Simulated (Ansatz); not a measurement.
A CCSD(T) single point on `C[CH2][In][OH]` radical.

```yaml
crystal:
  periodic: [false, false, false]
  atoms:
    - {symbol: C, position_ang: [-1.129268, 0.452562, -0.018925]}
    - {symbol: C, position_ang: [-0.417073, -0.549121, 0.865814]}
    - {symbol: In, position_ang: [1.519170, -1.160860, -0.089369]}
    - {symbol: O, position_ang: [2.131038, 0.401650, -1.212916]}
    - {symbol: H, position_ang: [-1.452156, 0.007665, -0.963119]}
    - {symbol: H, position_ang: [-2.027706, 0.838696, 0.478215]}
    - {symbol: H, position_ang: [-0.494422, 1.306049, -0.264613]}
    - {symbol: H, position_ang: [-0.990741, -1.456422, 1.054426]}
    - {symbol: H, position_ang: [-0.103619, -0.127026, 1.823854]}
    - {symbol: H, position_ang: [2.964786, 0.286807, -1.673367]}
basis:
  gaussian: {orbitals: def2-TZVPP}
magnetization: {spin_polarized: true, initial_magnetization: 1}
correlation: {method: ccsd_t}
scf: {omitted_lower_state_checks: [cluster_reference]}
output: {orbitals: {seedname: orbitals}}
```

```sh
$ ansatz run in.yaml --threads 4 --pin off --events-out ev --progress --plain
```

The program prints (abridged):

```
Functional definition: HF
1523 factors; integrals over basis functions are off by at most 9.5e-4 eV
mean field evaluation 1: about -9336.8790 eV, gradient 3.7e1 eV
mean field evaluation 2: about -9336.8840 eV, gradient 3.7e1 eV
mean field evaluation 4: about -9343.0726 eV, gradient 3.6e0 eV
mean field evaluation 8: about -9343.2483 eV, gradient 2.3e-1 eV
mean field -9343.24994304 eV, -343.3581023246 hartree, gradient 4.8e-6 eV, S^2 0.790187; 0 other end points of the search recorded, 0 dependent functions left out
7 core orbitals not correlated: weight in the atoms' cores, before any rotation towards them, 1.000 or more for the frozen orbitals, at most 0.000 for the correlated occupied ones
reference -9343.24994304 eV, -343.3581023246 hartree; 17, 16 occupied and 203, 204 virtual orbitals, 1523 factors
second order -23.73624004 eV of doubles, -0.00000000 eV of singles
cycle   1  -23.56402275 eV  change    1.7e-1 eV  update   1.3e-1
cycle   2  -24.13176397 eV  change   -5.7e-1 eV  update   4.2e-2
cycle   3  -24.29988170 eV  change   -1.7e-1 eV  update   2.8e-2
cycle   4  -24.30693289 eV  change   -7.1e-3 eV  update   9.9e-3
cycle   5  -24.29831534 eV  change    8.6e-3 eV  update   4.9e-3
cycle   6  -24.29903821 eV  change   -7.2e-4 eV  update   1.8e-3
cycle   7  -24.29928252 eV  change   -2.4e-4 eV  update   8.9e-4
cycle   8  -24.29920155 eV  change    8.1e-5 eV  update   3.6e-4
cycle   9  -24.29932007 eV  change   -1.2e-4 eV  update   2.1e-4
cycle  10  -24.29929219 eV  change    2.8e-5 eV  update   8.4e-5
cycle  11  -24.29925981 eV  change    3.2e-5 eV  update   4.6e-5
cycle  12  -24.29929842 eV  change   -3.9e-5 eV  update   2.3e-5
cycle  13  -24.29929989 eV  change   -1.5e-6 eV  update   1.3e-5
perturbative correction -0.89066833 eV, -0.0327314575 hartree
Total energy: -9368.43991127 eV, -344.2838165824 hartree
Checks for a lower state left out: cluster_reference
```

Hardware: 4 threads of a server CPU on a shared host. Wall time 13 min, peak host memory 5.6 GiB.

MP2 recovers 94.2 % of the CCSD(T) correlation energy and the triples give 3.5 %; T1 = 0.0181.
